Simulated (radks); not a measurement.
Problem. Successive ionisation energies (eV) of one element, from differences of total energies of ions in their ground configurations, starting at charge 0: 4.153, 27.616, 40.175, 53.582, 67.717, 82.477, 97.765, 134.13, 151.73, 277.49, 318.20, 360.72, 404.97, 450.93, 498.54, 547.77, 598.59, 650.94, 704.80, 863.42, 914.42, 966.12. Calculated with a radial shooting solver on a logarithmic mesh with Libxc functionals: Dirac Kohn-Sham, PBE, spin-unpolarised, spherical densities, point nucleus; open shells are shared between the two j in proportion to 2j + 1. Which element is it?

Solution. Rubidium (Z = 37). The first species listed is Rb in [Kr] 5s1, the last Rb21+ in [Ne] 3s2 3p4.
